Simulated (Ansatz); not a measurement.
Reaction (ligand exchange at a B–C bond): `CCBC[SiH3]` + silanol → `CCBO[SiH3]` + `C[SiH3]`

Isolated molecules relaxed with PBE0-D4/def2-TZVP in Ansatz; ΔE leaves out vibrations. CCSD(T)/CBS adds triple-zeta CCSD(T) − MP2 to the extrapolated MP2 energy (def2 sets, frozen cores). This one scheme is used for every species. DFT in def2-TZVPP. B3LYP here is the variant with VWN-RPA as its local correlation; programs differ in this. HSE06 is defined as in plane-wave codes. Each species was taken in one conformer, which may not be the lowest.

```tsv
level	ΔE (kJ/mol)	difference from CCSD(T)/CBS
LDA (SPW92)	-117.7	2.7
PBE-D4	-114.9	5.5
BLYP-D4	-124.6	-4.2
r2SCAN-D4	-120.7	-0.3
B97M-V	-123.6	-3.2
PBE0-D4	-116.5	3.9
B3LYP-D4	-125.9	-5.5
r2SCANh-D4	-120.8	-0.4
r2SCAN0-D4	-121.1	-0.7
HSE06-D4	-116.5	3.9
BHLYP-D4	-129.4	-9.0
CAM-B3LYP-D4	-129.3	-8.9
ωB97X-V	-122.6	-2.2
ωB97M-V	-121.8	-1.4
B2PLYP	-128.1	-7.7
PBE-QIDH	-120.2	0.2
PBE	-117.8	2.6
revPBE	-118.0	2.4
BLYP	-130.2	-9.8
r2SCAN	-121.6	-1.2
PBE0	-119.1	1.3
B3LYP	-130.3	-9.9
r2SCAN0	-122.2	-1.8
HSE06	-119.0	1.4
BHLYP	-133.0	-12.6
LC-ωPBE	-121.4	-1.0
RPA@PBE/def2-TZVPP	-123.2	-2.8
HF/def2-SVP	-149.4	-29.0
MP2/def2-SVP	-139.4	-19.0
CCSD/def2-SVP	-141.7	-21.3
CCSD(T)/def2-SVP	-141.3	-20.9
HF/def2-TZVPP	-139.2	-18.8
MP2/def2-TZVPP	-120.2	0.2
CCSD/def2-TZVPP	-124.4	-4.0
HF/def2-QZVPP	-139.8	-19.4
MP2/def2-QZVPP	-119.1	1.3
SCS-MP2/def2-QZVPP	-123.7	-3.3
HF/CBS(def2)	-139.9	-19.5
MP2/CBS(def2)	-118.0	2.4
CCSD/CBS(def2)	-122.2	-1.8
CCSD(T)/CBS	-120.4	0
```

Problem. What do rigid-rotor, harmonic-oscillator terms from PBE0-D4/def2-TZVP frequencies (298.15 K, 1 bar) make of the CCSD(T)/CBS value? (Estimate.)

Solution. Ansatz gave: ΔZPE = +1.8 kJ/mol, ΔH = -118.5 kJ/mol, ΔS = -6 J/(mol·K), ΔG = -116.6 kJ/mol. Modes under 50 cm⁻¹ make the entropy rough.

Largest T1 diagnostic among the species: 0.011.

The D4 term adds +4.4 kJ/mol with B3LYP and +2.6 kJ/mol with PBE0; it sums over pairs of atoms, weighted by their polarisabilities, and B3LYP, whose exchange is more repulsive, gets the larger term. In def2-TZVPP, CCSD(T) changes the Hartree–Fock value by +16.6 kJ/mol (the triples alone add +1.8 kJ/mol) and MP2 by +19.0 kJ/mol. At CCSD(T), def2-SVP lies −20.9 kJ/mol from the extrapolated value and def2-TZVPP −2.2 kJ/mol.

CCSD(T)/CBS has its own doubt, a few kJ/mol and more with outer-core shells, so smaller differences from it don't rank the levels.
